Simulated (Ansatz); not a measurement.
**C4H8N2Si: where a starting geometry ends**

The starting geometry of this gas-phase singlet was optimised with GFN2-xTB; its bonds are those of `Cc1cnc([SiH3])[nH]1`.

```
atom    x (Å)    y (Å)    z (Å)
   C   1.2460  -1.1827   2.2344
   C   1.1115  -0.5058   0.9196
   C   1.9170   0.3798   0.2514
   C   0.2260   0.0686  -1.0229
   N   1.3622   0.7211  -0.9342
   N   0.0386  -0.6933   0.0944
  Si  -0.9511   0.1751  -2.4705
   H   2.1741  -0.8780   2.7094
   H   0.4151  -0.9218   2.8910
   H   1.2553  -2.2665   2.1127
   H   2.8598   0.7857   0.5607
   H  -2.0896  -0.6908  -2.1241
   H  -1.4168   1.5486  -2.6490
   H  -0.3110  -0.3233  -3.6863
   H  -0.7505  -1.2905   0.2795
```

Where would you expect an optimisation with PBE-D3(BJ)/def2-SVP to take it?

It keeps its bonds, and is `Cc1cnc([SiH3])[nH]1`.

The energy falls by 0.15 eV over 6 steps:

```tsv
step	E − E(last) (eV)
1	0.145
2	0.013
3	0.000
4	0.000
5	0.000
6	0.000
```

Final geometry (Å):

```xyz
15

C     1.2567   -1.1892    2.2589
C     1.1141   -0.5138    0.9364
C     1.9288    0.3853    0.2498
C     0.2189    0.0730   -1.0372
N     1.3740    0.7371   -0.9529
N     0.0332   -0.6974    0.0984
Si   -0.9635    0.1781   -2.4895
H     2.2038   -0.8788    2.7388
H     0.4296   -0.9302    2.9543
H     1.2770   -2.2963    2.1653
H     2.8940    0.7870    0.5864
H    -2.1473   -0.7047   -2.1801
H    -1.4479    1.5850   -2.6952
H    -0.3165   -0.3077   -3.7555
H    -0.7684   -1.3009    0.2883
```

No frequencies were run, so the end isn't proven a minimum. Run with Ansatz 0.2.0, 7.8 s on 4 threads of Arm Neoverse V1, on a shared host.
